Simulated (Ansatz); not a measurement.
Total energies of In(IMe)Cl3 (C5H8Cl3InN2) from Ansatz at PBE0-D4/def2-TZVP, gas phase (1 Eh = 27.2114 eV = 2625.5 kJ/mol). The reference geometry is relaxed at PBE-D4/def2-SVP.

```tsv
state	geometry	energy (Eh)
charge 0 singlet	reference	-1875.12232
charge 1 doublet	reference	-1874.76909
charge 1 doublet	relaxed at PBE-D4/def2-SVP	-1874.78897
free In atom (doublet)	–	-190.11398
free C atom (triplet)	–	-37.80537
free N atom (quartet)	–	-54.54382
free H atom (doublet)	–	-0.50104
free Cl atom (doublet)	–	-459.99739
```

In the def2 sets In takes a core potential; there is no spin–orbit coupling.

Question: Work out the vertical ionisation energy to the doublet.

Answer: E(charge 1 doublet) − E(charge 0 singlet) = -1874.76909 − (-1875.12232) = 0.35323 Eh = 9.61 eV. For comparison, −ε of the highest occupied level is 8.05 eV at this level, 1.56 eV less.

Question: How much does the charge 1 doublet relax, and what is the adiabatic ionisation energy?

Answer: Relaxation: -1874.76909 − (-1874.78897) = 0.01988 Eh = 0.54 eV. Adiabatic ionisation energy: 0.33335 Eh = 9.07 eV, without zero-point energy. 

Question: What is the binding energy per atom against free atoms?

Answer: Atoms: 1 × (-190.11398) + 5 × (-37.80537) + 2 × (-54.54382) + 8 × (-0.50104) + 3 × (-459.99739) = -1872.22896 Eh. Binding: -1872.22896 − (-1875.12232) = 2.89336 Eh = 78.73 eV, or 4.14 eV for each of 19 atoms (no zero-point energy, no counterpoise term).
